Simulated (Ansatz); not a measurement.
Consider the cleavage of the B–Si bond: `N[SiH]([SiH3])BF` + `[SiH3]N[SiH3]` → `FBN([SiH3])[SiH3]` + `N[SiH2][SiH3]`.

Program: Ansatz. Geometries: PBE0-D4/def2-TZVP. ΔE: electronic, gas phase. CCSD(T)/CBS adds triple-zeta CCSD(T) − MP2 to the extrapolated MP2 energy (def2 sets, frozen cores). This one scheme is used for every species. DFT in def2-TZVPP. Each species was taken in one conformer, which may not be the lowest.

| level | ΔE (kcal/mol) |
| --- | --- |
| PBE0 | -34.2 |
| HF/def2-TZVPP | -37.8 |

(1) What does CCSD(T)/CBS give? (Estimate.)

Largest T1 diagnostic among the species: 0.014.

Results:

(1) Computed: -36.4 kcal/mol. The listed levels differ from it by 2.2, -1.4 kcal/mol.

From PBE to PBE0 (25 % exact exchange), in def2-TZVPP and without D4, ΔE moves by −1.4 kcal/mol. The D4 term adds −0.8 kcal/mol with B3LYP and −0.4 kcal/mol with PBE0; it sums over pairs of atoms, weighted by their polarisabilities, and B3LYP, whose exchange is more repulsive, gets the larger term.

B3LYP here is the variant with VWN-RPA as its local correlation; programs differ in this.
